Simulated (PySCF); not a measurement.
Geometries of 2 isomers of Ge2H7N, from PBE0-D3(BJ)/def2-SVP geometry optimisation, gas phase in PySCF. One conformer each, no zero-point energy, no frequencies.

**Question.** Which isomer lies lower at this level?
A.
```xyz
10
angstrom
Ge     1.607    0.227    0.253
N      0.100   -0.441   -0.550
Ge    -1.635   -0.123   -0.042
H      2.787   -0.706   -0.079
H      1.964    1.660   -0.212
H      1.328    0.246    1.766
H      0.216   -0.711   -1.523
H     -2.509   -1.287   -0.548
H     -2.202    1.203   -0.605
H     -1.639   -0.058    1.495
```
B.
```xyz
10
angstrom
N      1.656    0.630    0.743
Ge     0.619   -0.850    0.370
Ge    -1.689   -0.135    0.483
H      2.656    0.442    0.726
H      1.476    1.416    0.122
H      0.899   -1.499   -1.014
H      0.941   -1.899    1.452
H     -2.638   -1.298    0.138
H     -1.940    1.003   -0.527
H     -2.035    0.382    1.891
```

**Answer.** B. That is `[NH2][GeH2][GeH3]`, 6.0 kcal/mol below the other.

```csv
SMILES,atoms numbered as above,E (Eh),relative (kcal/mol),relative (kJ/mol),dipole (D)
[NH2][GeH2][GeH3],[NH2:1][GeH2:2][GeH3:3],-4211.81846,0.0,0.0,1.26
[GeH3][NH][GeH3],[GeH3:1][NH:2][GeH3:3],-4211.80885,6.0,25.2,0.66
```
